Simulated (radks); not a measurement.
Initial-state core-level shifts of the iron ion Fe2+ when its valence configuration changes from [Ar] 3d6. Method: scalar-relativistic Kohn-Sham, PBE, spin-polarised, spherical densities, finite nucleus; open shells are filled with parallel spins first; Fermi nuclear charge, rms radius 3.7377 fm; computed with a radial shooting solver on a logarithmic mesh with Libxc functionals. Shifts are changes of the shell-averaged eigenvalues in eV (positive: less bound); the change of the density at the nucleus, which sets a Mossbauer isomer shift, is in e/bohr^3, on a base of 1.52e+04.

valence               2s       2p       3s       3p  density at nucleus
3d5 4p1           -9.154   -9.073   -7.941   -7.715              +2.166
3d4 4p2          -20.356  -20.169  -17.204  -16.699              +5.396
3d4.5 4p1.5      -14.616  -14.483  -12.519  -12.156              +3.681
3d5.5 4s0.5       -3.785   -3.747   -3.224   -3.119              +6.033
3d5 4s1           -7.899   -7.819   -6.630   -6.412             +12.912
3d4.5 4s0.5 4p1  -14.006  -13.875  -11.887  -11.529              +9.409
3d3.5 4s0.5 4p2  -25.782  -25.542  -21.392  -20.747             +13.711
3d5.5 4p0.5       -4.421   -4.382   -3.894   -3.786              +0.985
